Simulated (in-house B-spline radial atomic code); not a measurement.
## Sn2+: [Kr] 4d9 5s2 9f1 (an excited or competing configuration)

All numbers are computed (Dirac-Hartree-Fock, average of configuration; Fermi nucleus of rms radius 4.6519 fm) with an all-electron radial atomic-structure program (B-spline basis), not measured.

Screening seen three ways: the hydrogenic charge with the same mean radius, Z_r = [3n² - l(l+1)]/(2<r>), the one with the same energy, Z_e = n√(-2ε), and Slater's rules. Values are occupation-weighted means over j. An effective charge above Z reflects the relativistic contraction of the inner shells.

| shell | electrons | ε (eV) | <r> (bohr) | Z_r | Z_e | Slater |
| --- | --- | --- | --- | --- | --- | --- |
| 1s | 2 | -29406 | 0.02905 | 51.64 | 46.49 | 49.70 |
| 2s | 2 | -4562.1 | 0.1249 | 48.03 | 36.62 | 45.85 |
| 2p | 6 | -4096.5 | 0.1095 | 45.68 | 34.70 | 45.85 |
| 3s | 2 | -949.37 | 0.3372 | 40.03 | 25.06 | 38.75 |
| 3p | 6 | -792.7 | 0.3359 | 37.22 | 22.90 | 38.75 |
| 3d | 10 | -550.01 | 0.3138 | 33.46 | 19.07 | 28.85 |
| 4s | 2 | -194.72 | 0.8168 | 29.38 | 15.13 | 22.25 |
| 4p | 6 | -144.19 | 0.8813 | 26.10 | 13.02 | 22.25 |
| 4d | 9 | -69.31 | 1.051 | 19.98 | 9.03 | 11.20 |
| 5s | 2 | -39.841 | 2.118 | 17.70 | 8.56 | 7.20 |
| 9f | 1 | -1.5757 | 36.65 | 3.15 | 3.06 | 3.00 |

The least bound orbital is 9f5/2 at -1.575 eV, and it is also the most diffuse (<r> = 36.66 bohr). The part-filled 4d shell lies below the filled 5s shell in orbital energy.

Spin-orbit splittings of the orbital energies (j = l + 1/2 above j = l - 1/2 when positive): 2p 231.7 eV, 3p 43.56 eV, 3d 8.864 eV, 4p 8.022 eV, 4d 1.176 eV, 9f -0.0005809 eV.

For the 1s electron the small component carries 3.37 % of the norm, the zero-frequency Breit interaction raises the level by 67.75 eV, self-energy by 38.35 eV, and vacuum polarisation lowers it by 5.048 eV.

The density falls to 0.001 bohr⁻³ at 3.562 bohr; Σ<r²> = 1548.7 bohr² gives, by the non-relativistic formula and without the paramagnetism of open shells, a Langevin diamagnetic susceptibility of -1227×10⁻⁶ cm³/mol.
